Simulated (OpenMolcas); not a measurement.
# Nb2+: from CASSCF to CASPT2

```
Program             : OpenMolcas 26.06
Basis               : ANO-RCC-VQZP [8s7p5d3f2g1h]
Scalar Hamiltonian  : X2C, point nucleus
Active space        : 3 electrons in 10 orbitals (4d 5d)
State averaging     : 2S+1 = 4 even, 10 roots; 2S+1 = 2 even, 35 roots
Spin-orbit coupling : state interaction with AMFI integrals over the reference wave functions, term energies averaged over their components
```

Methods on the same reference wave functions:
A. CASSCF
B. SS-CASPT2, IPEA 0.25 Eh, imaginary shift 0.1 Eh (closed shells correlated: 4s 4p)

Energies in cm⁻¹ above 4d³ ⁴F_3/2, the measured ground level; measured values from the list in Shadmi, J. Res. Natl. Bur. Stand. 70A, 435 (1966).

```json
{"Level": "4d³ ⁴F_3/2", "A": "0.0", "B": "0.0", "Measured": "0.0"}
{"Level": "4d³ ⁴F_5/2", "A": "502", "B": "515", "Measured": "516"}
{"Level": "4d³ ⁴F_7/2", "A": "1162", "B": "1178", "Measured": "1177"}
{"Level": "4d³ ⁴F_9/2", "A": "1946", "B": "1947", "Measured": "1939"}
{"Level": "4d³ ⁴P_1/2 [61 %]", "A": "11101", "B": "8680", "Measured": "8664"}
{"Level": "4d³ ²G_7/2", "A": "11786", "B": "9270", "Measured": "9236"}
{"Level": "4d³ ⁴P_5/2", "A": "11946", "B": "9950", "Measured": "9594"}
{"Level": "4d³ ²G_9/2", "A": "12346", "B": "9870", "Measured": "9804"}
{"Level": "4d³ ²P_1/2 [61 %]", "A": "15446", "B": "10070", "Measured": ""}
{"Level": "4d³ ²H_9/2", "A": "15567", "B": "13210", "Measured": "12916"}
{"Level": "4d³ ²H_11/2", "A": "15931", "B": "13580", "Measured": "13264"}
{"Level": "4d³ ²D_5/2", "A": "17337", "B": "13540", "Measured": "13094"}
{"Level": "4d³ ²D_3/2 [60 %]", "A": "17412", "B": "13150", "Measured": ""}
{"Level": "4d³ ²F_7/2", "A": "25914", "B": "20740", "Measured": "19861"}
{"Level": "4d³ ²F_5/2", "A": "26212", "B": "21030", "Measured": "19975"}
```

Deviations, from unrounded energies. A percentage is the sum of absolute deviations over the sum of measured energies, with the sign that they share, or ± where signs differ.

```csv
Against measurement,Levels,A,B
mean absolute deviation (cm-1),12,2600,290
fine structure of the ground term (%),3,±1.0,±0.3
other terms of the ground configuration (%),9,+27.3,+3.0
```

B lies closest to measurement on these levels. The largest miss of B in the table is 4d³ ²F_5/2, by +1100 cm-1. The ranking rests on the paired levels alone, and a cruder setting can come out closer through cancelling errors.

From A to B the spin-free energies of the other terms of 4d³ shown, above ⁴F, scale by factors of 0.60 to 0.84.

The lowest spin-free term lies below A's lowest term by 0.315 hartree in B.

CASPT2 breaks the degeneracy within a term, and the mean is taken; among the terms shown or strongly mixed into the levels shown the widest spread is 640 cm-1 (4d³ ⁴F, B). Active for correlation alone: 5d; no level in the range computed is led by a configuration that fills it, so any true level of that kind is missing. Without dynamic correlation excited terms often stand tens of per cent too high (terms of higher spin than the ground term too low), and those without a measured partner can miss by more than the paired ones (holds for A). Computed and measured levels are paired by configuration, term and J; levels that our copy of the source lacks, or whose pairing is in doubt (as where it misses far off the trend of its configuration), stay unpaired and out of the deviations. Only configurations of the active space appear. The table leaves out levels that lie high or whose names do not pair safely across all columns.

A share in square brackets marks a mixed level and gives the weight of the term that names it, the lowest over the columns.
